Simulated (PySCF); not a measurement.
C₃H₁₂Ge₂OS.
SMILES with atom numbers: `[CH3:1][CH2:2][O:3][Ge@H:4]([GeH3:5])[S:6][CH3:7]` (hydrogens: H8, H9, H10 on C1; H11, H12 on C2; H13 on Ge4; H14, H15, H16 on Ge5; H17, H18, H19 on C7)

Computed by this run: PySCF, PBE0-D3(BJ)/def2-SVP geometry optimisation, gas phase; density fitting, grid level 1; the optimiser is geomeTRIC in internal coordinates, started from a GFN2-xTB structure.

Step 0: E = -129181.4519 eV
```
atom  x, y, z in Å  |  force x, y, z in eV/Å
C1      1.8717   -0.8878    0.4016   -0.168   0.411  -0.608
C2      1.6303   -0.1168   -0.8872   -0.517  -0.222   0.339
O3      0.2704   -0.0428   -1.2444    0.387  -0.119  -0.057
Ge4    -0.9989    0.7541   -0.2798   -0.145  -0.404  -0.235
Ge5    -0.0996    2.6659    0.9036   -0.057  -0.269  -0.035
S6     -1.9560   -0.7898    1.0274    0.139   0.279   0.282
C7     -2.2374   -2.0658   -0.2410    0.189   0.558   0.252
H8      1.3963   -0.3728    1.2378   -0.097   0.054   0.361
H9      1.4481   -1.8866    0.3255   -0.160  -0.399   0.039
H10     2.9386   -0.9662    0.5935    0.460  -0.055   0.174
H11     2.0457    0.8972   -0.7894    0.236   0.221  -0.061
H12     2.1325   -0.6138   -1.7248    0.221  -0.019  -0.166
H13    -1.9481    1.0078   -1.4541   -0.285   0.264   0.025
H14     0.8796    3.4395    0.0657    0.410   0.205  -0.586
H15     0.6476    2.2824    2.1494    0.301  -0.381   0.549
H16    -1.1410    3.6522    1.3295   -0.726   0.408   0.150
H17    -2.8790   -1.6705   -1.0239   -0.284   0.016  -0.361
H18    -1.2862   -2.3820   -0.6578    0.320  -0.184  -0.234
H19    -2.7242   -2.8951    0.2610   -0.222  -0.365   0.173
```

Q: Estimate the geometry and energy of step 1. (The exact step hangs on the optimiser's Hessian estimate; all steps are aligned on step 0, rigid shifts and turns removed.)

A: E = -129181.6028 eV, largest force 0.379 eV/Å
```
atom  x, y, z in Å  |  force x, y, z in eV/Å
C1      1.8658   -0.9311    0.3797    0.021  -0.022   0.090
C2      1.6611   -0.1024   -0.8706    0.134   0.018  -0.111
O3      0.3337   -0.0610   -1.3242   -0.318   0.140   0.150
Ge4    -0.9748    0.7464   -0.3855    0.063   0.016  -0.121
Ge5    -0.1242    2.6400    0.8796    0.127   0.196   0.059
S6     -1.8722   -0.6948    1.0514    0.042   0.007  -0.078
C7     -2.2281   -1.9948   -0.1754   -0.018  -0.078  -0.028
H8      1.3436   -0.4958    1.2472    0.000  -0.030  -0.021
H9      1.4797   -1.9528    0.2408    0.012   0.016  -0.010
H10     2.9379   -0.9937    0.6283   -0.039  -0.005  -0.011
H11     2.0556    0.9242   -0.7071   -0.024  -0.053  -0.001
H12     2.2541   -0.5291   -1.7008   -0.007   0.041   0.059
H13    -2.0232    1.0835   -1.4760    0.142  -0.065   0.081
H14     0.8551    3.4545   -0.0070   -0.130  -0.092   0.126
H15     0.6286    2.1521    2.1437   -0.098   0.051  -0.169
H16    -1.2879    3.5673    1.3127    0.127  -0.135  -0.061
H17    -2.9207   -1.6336   -0.9510   -0.009  -0.021   0.045
H18    -1.2973   -2.3353   -0.6511   -0.047  -0.012   0.010
H19    -2.6965   -2.8343    0.3580    0.022   0.027  -0.009
```

The energy changes by -0.1509 eV. The first-order estimate −F·Δx gives -0.3500 eV and the mean of the old and new forces, exact on a quadratic surface, -0.1457 eV. The step makes an angle of 71° with the force vector and moves no atom by more than 0.170 Å.

What follows is the cost of the whole optimisation. On one thread of an Arm Neoverse V2 (shared host), this took 6.8 min and 0.93 GiB of memory at its peak.
